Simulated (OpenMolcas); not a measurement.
Ru5+: moving or changing the point charges

Ru5+ among 4 point charges of -2 e arranged as a square (D4h), 2.07 Å from the ion.
```
   2.0700    0.0000    0.0000  -2.00
   0.0000    2.0700    0.0000  -2.00
  -2.0700    0.0000    0.0000  -2.00
   0.0000   -2.0700    0.0000  -2.00
```

- Program: OpenMolcas 26.06
- Method: SS-CASPT2, IPEA 0.25 Eh, imaginary shift 0.1 Eh (closed shells correlated: 4s 4p)
- Basis: ANO-RCC-VTZP [7s6p4d2f1g]
- Scalar Hamiltonian: DKH2, point nucleus
- Active space: 3 electrons in 5 orbitals (4d)
- State averaging: 2S+1 = 4 even, 10 roots; 2S+1 = 2 even, 40 roots
- Spin-orbit coupling: RASSI with atomic mean-field integrals over the reference wave functions

Runs around this geometry, states (labels of D4, the rotations of D4h). Energies in cm-1 above the lowest state or level, χT in cm3 K/mol.

| R (Å) | Ground state | First state of that spin | First gap with spin-orbit (degeneracies) | χT at 300 K | First state of another spin |
| --- | --- | --- | --- | --- | --- |
| 1.95 | 4A2 | 4E 4090 | 22 (2, 2) | 1.431 | 2A2 13660 |
| 2.07 | 4A2 | 4E 2430 | 27 (2, 2) | 1.089 | 2A2 13770 |
| 2.2 | 4A2 | 4E 1070 | 540 (2, 2) | 0.254 | 2A2 13950 |

Taking the first state of the same spin as R^-n, n = -ln(1070 / 4090) / ln(2.2 / 1.95) = 11.1 between the shortest and longest distance.

Free-ion shares, where given, are those of the reference states; single-state CASPT2 does not remix them. Point charges carry no covalency, so the field is a model and not that of real ligands. No measured value stands beside these numbers.
